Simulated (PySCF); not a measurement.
A calculated (UHF, PySCF 2.14, aug-cc-pVDZ-DK, scalar relativity by spin-free X2C-1e) atom or ion has these occupied shells.

```
shell  electrons  orbital energy (eV)  rms radius, mean of both spins (bohr)
 1s α          1              -1616.7                                  0.139
 1s β          1              -1616.4                                  0.139
 2s α          1              -154.93                                  0.675
 2s β          1              -154.29                                  0.675
 2p α          3              -108.28                                  0.672
 2p β          3              -108.04                                  0.672
 3s α          1              -28.073                                   2.40
```

(1) Name the element and its charge.

Answers

(1) Al²⁺ (aluminium, charge +2), in [Ne] 3s1, 2S determinant.
